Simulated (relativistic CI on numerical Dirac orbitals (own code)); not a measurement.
# How well does a small relativistic CI reproduce Mo³⁺?

Method of calculation: Dirac-Coulomb-Breit CI, orbitals from a KLI potential per configuration, a model potential for QED, valence Slater integrals scaled by 0.85, P86 correlation estimate, and configurations built on the next ion tied to the tabulated ionisation energy (semi-empirical) (own radial code, finite nucleus).

Configurations in the expansion (outside the closed core [Ar] 3d10): 4s2 4p6 4d3, 4s2 4p6 4d2 5s, 4s2 4p6 4d2 5p, 4s2 4p6 4d2 5d, 4s2 4p6 4d2 6s, 4s2 4p6 4d2 4f, 4s2 4p6 4d2 5f, 4s2 4p6 4d 5s2, 4s2 4p6 4d 5s 5p, 4s2 4p5 4d4, 4s2 4p6 4d 4f2, 4s2 4p6 4d2 6p, 4s2 4p6 4d2 6d, 4s2 4p6 4d2 5g, 4s2 4p6 4d 5p2, 4s2 4p6 4d2 6f, 4s2 4p6 4d 5s 5d, 4s2 4p6 4d 4f 5s, 4s2 4p4 4d5, 4s2 4p5 4d3 4f, 4s2 4p6 4d 5p 5d, 4s2 4p6 4d 4f 5p, 4s 4p6 4d4. Levels of other configurations are missing.

```csv
Configuration,Term (tabulated),J,Measured (cm⁻¹),Computed,Error,Purity (%)
4s2 4p6 4d3,4F,3/2,0.0,0,0,97
4s2 4p6 4d3,4F,5/2,778.0,736,-42,98
4s2 4p6 4d3,4F,7/2,1759.8,1663,-97,98
4s2 4p6 4d3,4F,9/2,2864.6,2714,-150,97
4s2 4p6 4d3,4P,3/2,10330.6,10049,-282,82
4s2 4p6 4d3,4P,1/2,10337.8,10058,-280,92
4s2 4p6 4d3,2G,7/2,11580.5,11638,57,98
4s2 4p6 4d3,4P,5/2,11612.0,11271,-341,97
4s2 4p6 4d3,2G,9/2,12310.8,12407,97,87
4s2 4p6 4d3,2P,1/2,14347.7,13844,-504,91
4s2 4p6 4d3,2H,9/2,15995.1,16465,470,88
4s2 4p6 4d3,2H,11/2,16357.5,16896,539,99
4s2 4p6 4d3,2D2,5/2,16809.3,16024,-785,96
4s2 4p6 4d3,2F,7/2,24787.0,24761,-26,97
4s2 4p6 4d3,2F,5/2,25100.4,25067,-33,97
4s2 4p6 4d3,2D1,5/2,38922.3,37603,-1319,97
4s2 4p6 4d2 5s,4F,3/2,60896.3,66982,6086,99
4s2 4p6 4d2 5s,4F,5/2,61626.2,67660,6034,98
4s2 4p6 4d2 5s,4F,7/2,62708.5,68663,5954,99
4s2 4p6 4d2 5s,4F,9/2,64046.5,69916,5870,99
4s2 4p6 4d2 5s,2F,5/2,69178.1,75009,5831,95
4s2 4p6 4d2 5s,2F,7/2,71358.3,77031,5673,97
4s2 4p6 4d2 5s,4P,1/2,71750.4,78561,6811,99
4s2 4p6 4d2 5s,4P,3/2,72162.8,78929,6766,93
4s2 4p6 4d2 5s,4P,5/2,72236.2,78962,6726,69
4s2 4p6 4d2 5s,2D,3/2,74008.8,80625,6617,89
4s2 4p6 4d2 5s,2D,5/2,74981.1,81506,6525,68
4s2 4p6 4d2 5s,2P,1/2,79898.8,86607,6708,98
4s2 4p6 4d2 5s,2P,3/2,81052.2,87663,6610,95
4s2 4p6 4d2 5s,2S,1/2,99783.8,106623,6839,99
4s2 4p6 4d2 5p,4G°,5/2,109415.2,114953,5538,83
4s2 4p6 4d2 5p,4G°,7/2,111339.5,116683,5344,90
4s2 4p6 4d2 5p,4F°,3/2,111760.0,117141,5381,79
4s2 4p6 4d2 5p,4F°,5/2,112925.2,118253,5327,78
4s2 4p6 4d2 5p,4G°,9/2,113443.0,118621,5178,92
4s2 4p6 4d2 5p,4F°,7/2,114624.5,119673,5048,91
4s2 4p6 4d2 5p,2F°,7/2,115762.2,121064,5302,65
4s2 4p6 4d2 5p,4D°,1/2,115789.4,120995,5206,97
4s2 4p6 4d2 5p,4G°,11/2,115881.1,120880,4999,99
4s2 4p6 4d2 5p,4F°,9/2,115961.9,120928,4966,85
4s2 4p6 4d2 5p,4D°,5/2,116583.8,121834,5250,57
4s2 4p6 4d2 5p,4D°,3/2,116586.0,121879,5293,72
4s2 4p6 4d2 5p,2D°,5/2,117604.1,123038,5433,59
4s2 4p6 4d2 5p,2S°,1/2,117922.6,124367,6445,93
4s2 4p6 4d2 5p,4D°,7/2,118080.2,123232,5152,67
4s2 4p6 4d2 5p,2G°,7/2,119002.3,124024,5022,94
4s2 4p6 4d2 5p,2G°,9/2,120645.0,125589,4944,89
4s2 4p6 4d2 5p,4S°,3/2,120823.5,126790,5967,71
4s2 4p6 4d2 5p,4D°,1/2,122419.3,128433,6014,98
4s2 4p6 4d2 5p,2F°,5/2,123534.2,129044,5510,79
4s2 4p6 4d2 5p,2P°,1/2,124741.6,130555,5814,89
4s2 4p6 4d2 5p,4D°,5/2,124789.8,130551,5761,81
4s2 4p6 4d2 5p,2F°,7/2,124947.5,130433,5485,61
4s2 4p6 4d2 5p,2D°,3/2,126243.2,132117,5874,63
4s2 4p6 4d2 5p,2D°,5/2,126716.6,132552,5835,63
4s2 4p6 4d2 5p,4P°,1/2,126760.5,132686,5926,88
4s2 4p6 4d2 5p,2G°,9/2,126999.1,132243,5244,90
4s2 4p6 4d2 5p,4P°,3/2,127181.2,133086,5905,86
4s2 4p6 4d2 5p,4P°,5/2,128897.8,134645,5748,69
```

Measured levels from Sugar and Musgrove, J. Phys. Chem. Ref. Data 17, 155 (1988); pairs were made by configuration, J and term (by order where the table uses no LS term), so strongly mixed levels may be paired wrongly. Some J values or terms of the table were assigned by a fit.

Mean error by configuration (cm⁻¹): 4s2 4p6 4d3 -180; 4s2 4p6 4d2 5s 6361; 4s2 4p6 4d2 5p 5480. Over the excited levels the mean absolute error is 4362 cm⁻¹ (58 of the 64 excited levels that our extract of the source holds in range could be paired, and the others can miss by more), and the median relative error of those above 1,000 cm⁻¹ is 4.6 %. Some levels of the ground configuration have no partner.
